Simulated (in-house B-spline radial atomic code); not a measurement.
Fe III (Fe2+): [Ar] 3d6

Method: Dirac-Kohn-Sham LC-wPBE, spherical fractional occupations, exact exchange averaged over the configuration, Fermi nucleus of rms radius 3.7377 fm. Calculated with an all-electron radial atomic-structure program (B-spline basis).

Effective charges: Z_r = [3n² - l(l+1)]/(2<r>) from the radius, Z_e = n√(-2ε) from the energy, and Slater's rules. Values are occupation-weighted means over j.

```json
{"shell": "1s", "electrons": "2", "ε (eV)": "-7022.3", "<r> (bohr)": "0.05845", "Z_r": "25.66", "Z_e": "22.72", "Slater": "25.70"}
{"shell": "2s", "electrons": "2", "ε (eV)": "-843.6", "<r> (bohr)": "0.2666", "Z_r": "22.50", "Z_e": "15.75", "Slater": "21.85"}
{"shell": "2p", "electrons": "6", "ε (eV)": "-722.18", "<r> (bohr)": "0.2354", "Z_r": "21.24", "Z_e": "14.57", "Slater": "21.85"}
{"shell": "3s", "electrons": "2", "ε (eV)": "-118.53", "<r> (bohr)": "0.8124", "Z_r": "16.62", "Z_e": "8.85", "Slater": "14.75"}
{"shell": "3p", "electrons": "6", "ε (eV)": "-84.269", "<r> (bohr)": "0.8594", "Z_r": "14.55", "Z_e": "7.47", "Slater": "14.75"}
{"shell": "3d", "electrons": "6", "ε (eV)": "-30.877", "<r> (bohr)": "1.075", "Z_r": "9.76", "Z_e": "4.52", "Slater": "6.25"}
```

The least bound orbital is 3d5/2 at -30.81 eV, and it is also the most diffuse (<r> = 1.077 bohr).

Spin-orbit splittings of the orbital energies (j = l + 1/2 above j = l - 1/2 when positive): 2p 12.48 eV, 3p 1.539 eV, 3d 0.1571 eV.

For the 1s electron the small component carries 0.875 % of the norm, the zero-frequency Breit interaction raises the level by 8.358 eV, self-energy by 4.13 eV, and vacuum polarisation lowers it by 0.352 eV.

The density falls to 0.001 bohr⁻³ at 3.043 bohr; Σ<r²> = 16.321 bohr² gives, by the non-relativistic formula and without the paramagnetism of open shells, a Langevin diamagnetic susceptibility of -12.93×10⁻⁶ cm³/mol.
